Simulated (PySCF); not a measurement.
Bonding in `CCO[Si@@H](N)[SiH3]`

Species: C2H11NOSi2.
Atom-mapped SMILES: `[CH3:1][CH2:2][O:3][Si@@H:4]([NH2:5])[SiH3:6]` (hydrogens: H7, H8, H9 on C1; H10, H11 on C2; H12 on Si4; H13, H14 on N5; H15, H16, H17 on Si6)

Structure used (PBE0-D3(BJ)/def2-SVP), in Å, numbered top down from 1:
```
atom  x, y, z in Å
C1     2.804   -0.118   -0.440
C2     1.627    0.514    0.266
O3     0.490   -0.301    0.114
Si4   -1.052    0.176    0.559
N5    -1.637    1.596   -0.221
Si6   -2.378   -1.654   -0.035
H7     3.008   -1.116   -0.023
H8     3.707    0.500   -0.329
H9     2.589   -0.236   -1.512
H10    1.857    0.648    1.342
H11    1.434    1.524   -0.146
H12   -1.063    0.505    2.021
H13   -1.838    1.626   -1.213
H14   -1.514    2.521    0.172
H15   -1.768   -2.948    0.400
H16   -2.548   -1.687   -1.523
H17   -3.737   -1.539    0.581
```

Bond orders from the PBE0/pcSseg-1 density (PySCF). Geometry: PBE0-D3(BJ)/def2-SVP, one conformer, isolated molecule.

Task: Where do the orders between heavy atoms depart from those drawn in the SMILES?

Result: The largest departure is 0.106, at C2–O3 (drawn single, 0.894).

Task: Set the Mayer orders of the bonds between heavy atoms beside their lengths.

Result: 
```tsv
bond	drawn as	length (Å)	Mayer order
C1–C2	single	1.511	1.068
C2–O3	single	1.408	0.894
O3–Si4	single	1.675	0.941
Si4–N5	single	1.723	1.039
Si4–Si6	single	2.336	0.924
```

Task: And the bonds to hydrogen?

Result: C–H: 0.94 to 0.96 (5 bonds); H–Si: 0.91 to 0.93 (4 bonds); H–N: 0.94 (2 bonds).

Task: Sum the orders of all bonds at each heavy atom with more than one neighbour and set the sums beside the valence in the SMILES.

Result: C1 3.956 (drawn 4), C2 3.850 (drawn 4), O3 1.835 (drawn 2), Si4 3.814 (drawn 4), N5 2.925 (drawn 3), Si6 3.707 (drawn 4). Orders between atoms that aren't bonded are not in these sums.

For a closed shell the Mayer order of atoms A and B is Σ (PS)μν (PS)νμ over the basis functions μ on A and ν on B, with P the density and S the overlap matrix.
